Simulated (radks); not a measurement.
Results of a calculation; reference values are marked as such.
Charge is removed step by step from the 5s up level of Cd+, starting from [Kr] 4d10 5s(up 1, down 0). Level of theory: scalar-relativistic Kohn-Sham, PBEsol, spin-polarised, spherical densities, point nucleus (a radial shooting solver on a logarithmic mesh with Libxc functionals).

removed (e)  E - E(0) (eV)  eigenvalue (eV)  E minus straight line (eV)
0                    0.000          -13.539                       0.000
0.1                  1.391          -14.295                      -0.345
0.2                  2.859          -15.054                      -0.613
0.3                  4.402          -15.817                      -0.806
0.4                  6.022          -16.583                      -0.922
0.5                  7.718          -17.351                      -0.962
0.6                  9.491          -18.122                      -0.924
0.7                 11.342          -18.896                      -0.810
0.8                 13.270          -19.672                      -0.618
0.9                 15.276          -20.451                      -0.348
1                   17.359          -21.225                       0.000

Removing the whole electron costs 17.359 eV by Delta-SCF, against 13.539 eV from minus the eigenvalue at the starting occupation. Slater's transition state (half an electron removed) gives 17.351 eV. Integrating minus the eigenvalue over the occupation (Janak's theorem) gives 17.362 eV. In this scalar-relativistic scheme the density is built from large components alone, so the theorem holds only approximately. The mean slope of the eigenvalue, de/dn, is 7.69 eV per electron. Ionisation energy of Cd+ in the NIST Atomic Spectra Database: 16.908 eV (measured).
